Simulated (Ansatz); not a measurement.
[GaClH3]- (GaH₃Cl⁻). The state is a singlet with charge -1. Geometry relaxed at PBE-D4/def2-TZVPD.

Cartesian coordinates in Å:
```
Ga 0.109 -0.142 -0.119
Cl -1.079 1.399 1.173
H -0.988 -1.219 -0.604
H 1.218 -0.758 0.877
H 0.740 0.720 -1.327
```

Estimate the harmonic wavenumbers at RKS PBE-D4/def2-TZVPD (Ansatz, unscaled). Is this a minimum?

278, 490, 490, 718, 720, 720, 1731, 1731, 1769 cm⁻¹. Yes, no mode is imaginary beyond noise. Zero-point energy 51.7 kJ/mol. Hardware: 4 threads of Intel Xeon on a shared host. Wall time 19 s.
